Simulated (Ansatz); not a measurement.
Cost and result for the atomization energy of C$_{2}$H$_{7}$F$_{2}$NOSi, SMILES `CN[Si](F)(F)OC` (14 atoms, 13 bonds).

Z-matrix (Å, degrees):
```
C
N 1 1.448
H 1 1.095 2 112.6
H 1 1.091 2 109.7 3 -119.9
H 1 1.094 2 111.1 3 121.8
Si 2 1.674 1 126.4 3 104.5
H 2 1.006 1 114.9 3 -66.3
F 6 1.587 2 108.9 1 37.4
F 6 1.593 2 115.5 1 -77.8
O 6 1.612 2 108.2 1 161.0
C 10 1.413 6 126.5 2 160.2
H 11 1.091 10 108.1 6 -160.3
H 11 1.094 10 111.5 6 -40.6
H 11 1.093 10 110.5 6 80.8
```

Charge 0, multiplicity 1. Geometry: relaxed with PBE0-D4/def2-TZVP. It is one conformer, not always the lowest. Program: Ansatz. All runs use 2 threads of an AMD EPYC 7R13 on a shared host and a share of an NVIDIA H100 80 GB. Times are those of one run each, without the atoms' runs, and a repeat can differ threefold. Electronic energies, without spin–orbit coupling; frozen cores. CCSD(T)/CBS adds CCSD(T) − MP2 in def2-TZVPP to the MP2 limit, and its time is that of the two runs behind it. T1 = 0.011. B3LYP takes the VWN-RPA correlation (the form of Gaussian; ORCA's B3LYP/G).

CCSD(T)/CBS is a level of theory with its own doubt, some kJ/mol a heavy atom from the limit and from the frozen cores, so smaller differences don't rank the functionals.

| level | functions | wall time |
| --- | --- | --- |
| r2SCAN-D4/def2-TZVPP (with forces) | 326 | 5.5 s |
| PBE-D4/def2-TZVPP (with forces) | 326 | 6 s |
| PBE0-D4/def2-TZVPP | 326 | 6 s |
| MP2/def2-QZVPP | 622 | 7.5 s |
| B2PLYP/def2-TZVPP | 326 | 7.5 s |
| B3LYP-D4/def2-TZVPP (with forces) | 326 | 8.5 s |
| ωB97X-V/def2-TZVPP | 326 | 11 s |
| ωB97M-V/def2-TZVPP (with forces) | 326 | 13 s |
| CCSD(T)/def2-TZVPP | 326 | 21 s |
| CCSD(T)/CBS(def2) | – | 29 s |

(1) What atomization energy does each give, and how far from CCSD(T)/CBS? (Estimate.)

Results:

(1) Ansatz gave: 
```json
{"level": "r2SCAN-D4/def2-TZVPP (with forces)", "atomization (kJ/mol)": "5679.3", "difference from CCSD(T)/CBS": "-18.3", "per bond": "-1.4"}
{"level": "PBE-D4/def2-TZVPP (with forces)", "atomization (kJ/mol)": "5771.2", "difference from CCSD(T)/CBS": "73.6", "per bond": "5.7"}
{"level": "PBE0-D4/def2-TZVPP", "atomization (kJ/mol)": "5657.9", "difference from CCSD(T)/CBS": "-39.7", "per bond": "-3.1"}
{"level": "MP2/def2-QZVPP", "atomization (kJ/mol)": "5763.8", "difference from CCSD(T)/CBS": "66.2", "per bond": "5.1"}
{"level": "B2PLYP/def2-TZVPP", "atomization (kJ/mol)": "5626.8", "difference from CCSD(T)/CBS": "-70.8", "per bond": "-5.4"}
{"level": "B3LYP-D4/def2-TZVPP (with forces)", "atomization (kJ/mol)": "5673.0", "difference from CCSD(T)/CBS": "-24.6", "per bond": "-1.9"}
{"level": "ωB97X-V/def2-TZVPP", "atomization (kJ/mol)": "5695.4", "difference from CCSD(T)/CBS": "-2.2", "per bond": "-0.2"}
{"level": "ωB97M-V/def2-TZVPP (with forces)", "atomization (kJ/mol)": "5698.8", "difference from CCSD(T)/CBS": "1.2", "per bond": "0.1"}
{"level": "CCSD(T)/def2-TZVPP", "atomization (kJ/mol)": "5535.3", "difference from CCSD(T)/CBS": "-162.3", "per bond": "-12.5"}
{"level": "CCSD(T)/CBS(def2)", "atomization (kJ/mol)": "5697.6", "difference from CCSD(T)/CBS": "0.0", "per bond": "0.0"}
```

The D4 term adds +46.8 kJ/mol with B3LYP and +24.7 kJ/mol with PBE0; it sums over pairs of atoms, weighted by their polarisabilities, and B3LYP, whose exchange is more repulsive, gets the larger term. In def2-TZVPP, CCSD(T) changes the Hartree–Fock value by +1395.7 kJ/mol (the triples alone add +78.3 kJ/mol) and MP2 by +1525.8 kJ/mol; breaking electron pairs costs correlation energy, which Hartree–Fock lacks. From PBE to PBE0 (25 % exact exchange), in def2-TZVPP and without D4, the atomization energy moves by −108.7 kJ/mol: exact exchange takes away binding that semilocal exchange gives to molecules.
